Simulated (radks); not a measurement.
Values are calculated unless marked as measured or tabulated.
Numerical settings for the copper ion Cu2+, [Ar] 3d9. Level of theory: non-relativistic Kohn-Sham, LDA (Slater exchange, Perdew-Wang correlation), spin-unpolarised, spherical densities, point nucleus (a radial shooting solver on a logarithmic mesh with Libxc functionals). The defaults (mesh step 0.008 in ln r, mesh end at 40 bohr or more with all orbitals vanishing there, Anderson mixing 0.5 over 9 steps, residual threshold near 1e-9 with the energy settled to 1e-9 hartree or 1e-11 of itself, here a cap of 58 iterations) give E = -1636.6705 hartree and 3d at -30.193 eV in 16 iterations. Run on one thread of a shared host, so times are rough (Arm Neoverse V1): 0.08 s of CPU time, 0.08 s wall, 16 iterations on 2476 mesh points. Changes against that run (0 stands for a change within the tolerance of the run):

setting,iterations,converged,E (mhartree),e(3d) (meV),CPU (s)
mesh step in ln r 0.003,16,yes,0,0,0.18
mesh step in ln r 0.03,16,yes,+0.000165,0,0.03
mesh step in ln r 0.12,2,no,diverged,-,0
mesh end (bohr) 1,13,level above zero,+5.55e+04,+2.09e+05,0.04
mesh end (bohr) 2,14,yes,+1.59e+03,+1.84e+04,0.06
residual threshold 0.001,10,yes,0,-1.76,0.06
residual threshold 1e-16,58,no,0,0,0.16
mixing 1,12,yes,0,0,0.06
"linear mixing, mixing 0.5",30,yes,0,0,0.11
"linear mixing, mixing 0.8",58,no,+1.72e+04,+1.85e+04,0.41
mixing history 2,23,yes,0,0,0.1
iteration cap 2,2,no,+1.23e+03,-3.94e+04,0.01

Settled on a wrong energy, with an occupied level pushed above zero by the early mesh end: mesh end (bohr) 1 (+55.5 hartree). Apart from these: settings that end as converged yet miss the energy by more than 1 mhartree: mesh end (bohr) 2 (+1.59 hartree). A mesh that ends early acts as a hard wall.
